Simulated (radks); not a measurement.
Problem. The table gives one normalised radial function P(r) = r R(r) of W68+ in [He] 2s2 2p2 (r in bohr). Calculated with a radial shooting solver on a logarithmic mesh with Libxc functionals: scalar-relativistic Kohn-Sham, r2SCAN, spin-polarised, spherical densities, finite nucleus; open shells are filled with parallel spins first (spin-orbit coupling, left out, can overturn this in heavy ions); meta-GGA in the generalised Kohn-Sham scheme; Fermi nuclear charge, rms radius 5.3658 fm.

r          P
0.001308  0.0299
0.001745  0.0484
0.002309  0.0772
0.003055  0.1228
0.004042  0.1947
0.00539   0.3104
0.007132  0.4832
0.009437  0.7399
0.01259   1.1191
0.01665   1.6186
0.02204   2.2387
0.02916   2.9161
0.03889   3.5183
0.05145   3.7857
0.06808   3.5293
0.0908    2.6915
0.1201    1.5999
0.159     0.6799
0.2103    0.1854

Which n and l does it have? It may be an empty orbital.

Solution. n = 2, l = 1: the number of nodes gives n - l - 1 = 0, the rise at small r (about r^(l+1), flatter next to the nucleus through relativity) gives l, and the extent must fit the shell. The curve is that of 2p up; the table hardly tells the two spins apart. 2p up: eigenvalue -17303.1 eV, 0 radial nodes, <r> = 0.0664 bohr, 90 % of the charge inside 0.107 bohr.
